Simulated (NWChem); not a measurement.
System: ZnNH$_{3}$S; SMILES [NH2][Zn][SH]

NWChem input:

```
start job
memory heap 200 mb stack 900 mb global 1100 mb
geometry units angstroms
  Zn    -0.143344     0.099491    -0.399507
  N     -0.145316     1.683002    -1.348656
  H     -1.048022     2.087597    -1.560548
  H      0.375422     1.701772    -2.215684
  S      0.378956    -0.988481     1.486670
  H     -0.061379    -2.187353     1.148610
end
basis spherical
  * library def2-svp
end
dft
  xc pbe0
  iterations 150
end
driver
  maxiter 120
end
task dft optimize
task dft freq
```

The level has its own optimisation; frequencies are unscaled.

**Question.** What results follow from this input? (PBE0/def2-SVP.) Quantities: r N–Zn (Å); r S–Zn (Å); r H–N (Å); r H–S (Å); highest harmonic frequency (cm⁻¹); lowest (cm⁻¹); zero-point energy (kcal/mol); dipole (D).

**Answer.** 
- r N–Zn (Å) = 1.815
- r S–Zn (Å) = 2.174
- r H–N (Å) = 1.017
- r H–S (Å) = 1.352
- highest harmonic frequency (cm⁻¹) = 3673
- lowest (cm⁻¹) = 121
- zero-point energy (kcal/mol) = 21.0
- dipole (D) = 2.51
